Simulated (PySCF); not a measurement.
**Computed properties of In(OH)(SH)2 (H₃InOS₂), SMILES [SH][In]([OH])[SH]**

H3InOS2, SMILES [In]([SH])([OH])[SH]. Geometry: B3LYP-D3(BJ)/def2-SVP. The def2 effective core potentials stand for the cores of In; spin–orbit coupling is left out. The values are those of a single conformer. All values are computed for the isolated molecule unless a solvent is named; none is compared with measurement here.

**Structure.** The optimised structure has Cs symmetry. All 15 harmonic modes at B3LYP-D3(BJ)/def2-SVP (PySCF) are real, so it is a minimum. With heavy atoms numbered as in [In:1]([OH:2])([SH:4])[SH:6], the shortest bond between them is In1–O2 at 2.005 Å and the longest In1–S4 at 2.425 Å.

**Vibrations.** The strongest infrared lines (harmonic, unscaled, degenerate partners summed) lie at 227 cm⁻¹ (124 km/mol, H 92 %), 797 cm⁻¹ (78 km/mol, H 93 %), 596 cm⁻¹ (70 km/mol, O 85 %, In 13 %). The softest mode is at 75 cm⁻¹ and the zero-point energy is 19.2 kcal/mol.

**Electronic structure.** B3LYP/def2-TZVP (PySCF) places the frontier levels at -7.37 and -2.34 eV, a gap of 5.03 eV, and gives a dipole moment of 1.87 D and a mean polarisability of 81.9 bohr³. PBE/def2-TZVP (PySCF) at the same geometry gives -6.39 and -2.88 eV, so its gap is 1.52 eV narrower. An orbital gap is neither the optical nor the fundamental gap.

**Excitations.** TDA-ωB97X/def2-SVPD (PySCF) has S1 at 4.74 eV (262 nm, f = 0.000, dark); the most intense of the 10 singlets computed lies at 7.13 eV (f = 0.66). T1 (TDA) is at 4.39 eV, 0.35 eV under S1. TDA-PBE/def2-SVPD (PySCF) puts S1 at 3.59 eV. No vertical singlet excitation falls in the visible range (under 3.1 eV).
